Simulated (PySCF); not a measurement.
**C4H13GeNSi: core ionisation energies**

C4H13GeNSi.
Z-matrix (Å and degrees, PBE0-D3(BJ)/def2-SVP geometry), rows numbered from 1:
```
Si
N   1  1.7419
Ge  2  1.8471  1  123.24
C   2  1.4481  1  121.09  3  -175.31
C   4  1.5461  2  120.94  1    80.85
C   5  1.5401  4   87.81  2  -145.80
C   6  1.5406  5   88.45  4    20.72
H   1  1.4983  2  113.17  3  -115.70
H   1  1.4997  2  112.51  3   123.35
H   1  1.4924  2  107.01  3     3.87
H   3  1.5447  2  110.81  1  -109.43
H   3  1.5430  2  107.61  1   132.14
H   3  1.5354  2  108.41  1    11.62
H   4  1.1063  2  109.15  1  -152.63
H   5  1.1012  4  110.11  2   -33.88
H   5  1.1005  4  118.33  2    92.08
H   6  1.0992  5  117.79  4   141.30
H   6  1.1007  5  111.91  4   -92.08
H   7  1.1002  4  118.07  2   -91.24
H   7  1.1027  4  111.36  2    34.87
```

Method: delta-SCF UKS SCAN, pcX-2 on the ionised atom, pcseg-1 elsewhere, spin-free X2C (PySCF 2.14.0). These are vertical core ionisation energies against the vacuum level, from separate self-consistent calculations with and without the core hole.

Q: List the computed XPS lines with their assignment.

A: 
| atom(s) | bonded to | level | binding energy (eV) | 2p1/2 (eV) | above the level's lowest (eV) | count |
| --- | --- | --- | --- | --- | --- | --- |
| Si1 | N and 3 H | Si 2p3/2 | 106.67 | 107.29 | 0.00 | 1 |
| Si1 | N and 3 H | Si 1s | 1846.54 | – | 0.00 | 1 |
| N2 | C, Ge and Si | N 1s | 403.65 | – | 0.00 | 1 |
| C4 | N, 2 C and H | C 1s | 291.28 | – | +1.10 | 1 |
| C5/C7 | 2 C and 2 H | C 1s | 290.18 | – | 0.00 | 2 |
| C6 | 2 C and 2 H | C 1s | 290.47 | – | +0.29 | 1 |

Lowest listed C 1s: C5/C7, bonded to 2 C and 2 H. Highest, 1.10 eV above it: C4, bonded to N, 2 C and H. The widest gap between neighbouring values is 0.81 eV, between 290.47 and 291.28 eV.

Q: Give the binding energy of C 1s of C6 in hartree and in kJ/mol.

A: 290.47 eV = 10.6746 Eh = 28026 kJ/mol.

Topologically equivalent atoms share the value of their first member; where this conformer doesn't relate them by symmetry, their own values could differ. The 2p values aren't plain energy differences: one relaxed spin-free 2p hole is combined with a matrix within the shell (ground-state 2p orbital-energy differences and spin–orbit coupling). 2p3/2, the mean of its two sublevels, lies a third of the splitting below the shell's mean and 2p1/2 two thirds above it; the statistical areas are 2:1. 2p1/2 minus 2p3/2 (ligand field included): Si 0.62 eV. No level of germanium is listed. The structure is a single PBE0-D3(BJ)/def2-SVP conformer in the gas phase; no vibrational or solvent corrections.
